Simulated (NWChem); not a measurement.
System: CHAuOS; SMILES [SH][Au]<-[C-]#[O+]

Here is an NWChem input.

```
start job
memory heap 200 mb stack 900 mb global 1100 mb
geometry units angstroms noautoz
  Au    -0.113671    -0.026601     0.001004
  S     -0.078286     2.266057     0.000076
  H     -1.437198     2.400061    -0.020443
  O     -0.110159    -3.101616     0.001386
  C     -0.096735    -1.951326     0.001235
end
basis spherical
  Au library def2-svp
  S library def2-svp
  H library def2-svp
  O library def2-svp
  C library def2-svp
end
ecp
  Au library def2-ecp
end
dft
  xc xwpbe 0.80 cpbe96 1.0 hfexch 1.00
  cam 0.2 cam_alpha 0.2 cam_beta 0.8
  iterations 150
  mulliken
end
task dft energy
```

All runs use the structure optimised with PBE-D3(BJ)/def2-SVP. def2 effective core potentials on Au; no spin-orbit coupling.

**Question.** Give the results of this calculation. (LRC-wPBEh/def2-SVP with def2 effective core potentials on Au.) Quantities: energy (Ha); highest occupied level (eV); orbital gap (eV); dipole (D).

**Answer.** 
| Quantity | Value |
|---|---|
| energy (Ha) | -647.45 |
| highest occupied level (eV) | -8.38 |
| orbital gap (eV) | 7.64 |
| dipole (D) | 3.54 |
